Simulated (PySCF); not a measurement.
Isomers of C3H12B2N2, from PBE0-D3(BJ)/def2-SVP geometry optimisation, gas phase in PySCF. One conformer each, no zero-point energy, no frequencies.

Question: Which isomer lies lower at this level?
A. `[CH2:1]=[CH:2][B@H-:3]1[NH2+:4][B@@H-:5]([CH3:6])[NH2+:7]1` with C1–C2–B3–N4 12°: A = 3991, B = 1741, C = 1593 MHz, dipole 0.36 D
B. `[CH2:1]=[CH:2][B@@H-:3]1[NH2+:4][BH2-:5][N@H+:6]1[CH3:7]` with C1–C2–B3–N4 117°, C2–B3–N4–B5 -127°, B3–N4–B5–N6 9°, N4–B5–N6–C7 -131°, C2–B3–N6–B5 127°: A = 3369, B = 2169, C = 1541 MHz, dipole 0.57 D

Answer: A. That is `C=C[B@H-]1[NH2+][B@@H-](C)[NH2+]1`, 14.6 kcal/mol below the other.

```
                           SMILES                                               mapped SMILES      E (Eh)  relative (kcal/mol)  relative (kJ/mol)  dipole (D)
C=C[B@H-]1[NH2+][B@@H-](C)[NH2+]1  [CH2:1]=[CH:2][B@H-:3]1[NH2+:4][B@@H-:5]([CH3:6])[NH2+:7]1  -280.30291                  0.0                0.0        0.36
  C=C[B@@H-]1[NH2+][BH2-][N@H+]1C    [CH2:1]=[CH:2][B@@H-:3]1[NH2+:4][BH2-:5][N@H+:6]1[CH3:7]  -280.27964                 14.6               61.1        0.57
```
